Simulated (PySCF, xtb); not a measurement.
C₂H₅S, SMILES [S]CC, multiplicity 2.

Harmonic wavenumbers (cm⁻¹) from GFN2-xTB (xtb 6.7.1) at its own minimum, in rising order: 216, 300, 703, 762, 994, 1014, 1065, 1209, 1238, 1403, 1421, 1484, 1492, 2958, 2969, 3025, 3039, 3043.

What does PBE0-D3(BJ)/def2-TZVP run with PySCF 2.14.0 give at its own minimum? (The exact figures need the calculation; the answer reports its results.)

223, 332, 462, 695, 896, 988, 1083, 1250, 1277, 1405, 1420, 1480, 1488, 3029, 3049, 3049, 3123, 3141. Paired by order, the mean absolute difference is 52 cm⁻¹ and the zero-point energies are 40.5 and 40.6 kcal/mol.
